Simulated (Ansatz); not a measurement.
Gas-phase electronic energies from Ansatz, PBE0-D4/def2-TZVP geometries. CCSD(T)/CBS adds triple-zeta CCSD(T) − MP2 to the extrapolated MP2 energy (def2 sets, frozen cores). This one scheme is used for every species. DFT in def2-TZVPP. Each species was taken in one conformer, which may not be the lowest.

Consider the formal exchange of groups at a B–S bond: `CSB(C)O` + CH₃OH → `CB(O)CO` + CH₃SH.

```
  species  ωB97X-V energy (Eh)
`CSB(C)O`           -578.75659
    CH₃OH           -115.73250
`CB(O)CO`           -255.80520
    CH₃SH           -438.65543
```

Question: Work out ΔE.

Answer: ΔE = (-255.80520) + (-438.65543) − (-578.75659) − (-115.73250) = 0.02846 Eh = +74.7 kJ/mol. CCSD(T)/CBS gives +78.7 kJ/mol.

Largest T1 diagnostic among the species: 0.012.

In def2-TZVPP, CCSD(T) changes the Hartree–Fock value by +4.9 kJ/mol (the triples alone add +2.8 kJ/mol) and MP2 by +11.6 kJ/mol. The D4 term adds +4.3 kJ/mol with B3LYP and +2.3 kJ/mol with PBE0; it sums over pairs of atoms, weighted by their polarisabilities, and B3LYP, whose exchange is more repulsive, gets the larger term.

B3LYP here is the variant with VWN-RPA as its local correlation; programs differ in this.
